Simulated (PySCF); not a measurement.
Work out the structure from these simulated measurements.

Elements present: C, H, N and O. Monoisotopic mass: 111.0684 u.

| Item | Value |
| --- | --- |
| Triplet | lowest triplet excitation (Tamm–Dancoff): 4.18 eV [TDA CAM-B3LYP/def2-SVPD] |
| 1H NMR | chemical shifts (computed TMS as zero) by class: 7.70 (1 H), 7.29 (1 H), 2.92 (2 H), 1.66 (2 H), 0.95 (3 H) ppm [GIAO PBE0/pcSseg-1] |
| Polarisability | 77.4 au [CAM-B3LYP/def2-SVPD] |
| UV, first state | lowest singlet excitation: 6.31 eV (197 nm, f = 0.245) [TDDFT CAM-B3LYP/def2-SVPD] |
| 13C NMR | chemical shifts (computed TMS as zero) by class: 169.4 (1 C), 144.2 (1 C), 135.2 (1 C), 34.0 (1 C), 26.0 (1 C), 14.6 (1 C) ppm [GIAO PBE0/pcSseg-1] |
| Dipole | 1.33 D [CAM-B3LYP/def2-SVPD] |
| NMR, other nuclei | isotropic shieldings of nuclei other than C and H, by class: -29 (1 N), 17 (1 O) ppm [GIAO PBE0/pcSseg-1] |
| Rotational structure | rotational constants A, B, C: 4.537, 1.412, 1.294 GHz [GFN2-xTB] |

Gas-phase values; electronic properties from PySCF, density fitting. Levels stand in brackets. The structure is a single GFN2-xTB conformer in the gas phase; no vibrational or solvent corrections. NMR values are class means; diastereotopic atoms form classes of their own.

Task: Which formula fits the mass and the elements?

Result: C6H9NO (calculated 111.0684). No other formula that holds each of these elements comes within 0.0003 u with a fitting electron parity and a possible valence count.

Task: What is the compound? Reason from the data.

Result: Numbering: `[CH3:1][CH2:2][CH2:3][c:4]1[n:5][cH:6][cH:7][o:8]1`. Its formula, C6H9NO, gives 3 degrees of unsaturation: 1 ring and 2 π bonds in the structure found (Kekulé form). 6 carbons fall into 6 classes; from least to most shielded: substituted aromatic carbon [C4] (169.4 ppm), aromatic CH next to a ring oxygen [C7] (144.2 ppm), aromatic CH next to a ring nitrogen [C6] (135.2 ppm), benzylic-type carbon [C3] (34.0 ppm), chain CH2 carbon [C2] (26.0 ppm), methyl carbon [C1] (14.6 ppm). Hydrogen classes from least to most shielded: 1 H on an aromatic CH next to a ring oxygen, C7 (7.70 ppm), 1 H on an aromatic CH next to a ring nitrogen, C6 (7.29 ppm), 2 H on a benzylic-type carbon, C3 (2.92 ppm), 2 H on a chain CH2 carbon, C2 (1.66 ppm), 3 H on a methyl carbon, C1 (0.95 ppm). The other shieldings belong to: -29 ppm, pyridine-type nitrogen [N5]; 17 ppm, furan-type oxygen [O8]. The optimised geometry has point group C1 and is an asymmetric top. Structure: `CCCc1ncco1`. Computed isomers that give other values at the same levels: `CC(=O)N1C=CCC1` (smallest rotational constant: 1.213 GHz; this holds for the one conformer computed); `C=CC(=C)CC(N)=O` (lowest singlet excitation: 5.60 eV (222 nm, f = 0.084)); `O=CNC1CC=CC1` (lowest singlet excitation: 5.84 eV (212 nm, f = 0.001)). The assignments are read from this structure; whether some other isomer fits the data as well wasn't checked.

Conformer computed: `[CH3:1][CH2:2][CH2:3][c:4]1[n:5][cH:6][cH:7][o:8]1`: C1–C2–C3–C4 67°, C2–C3–C4–N5 -102°.
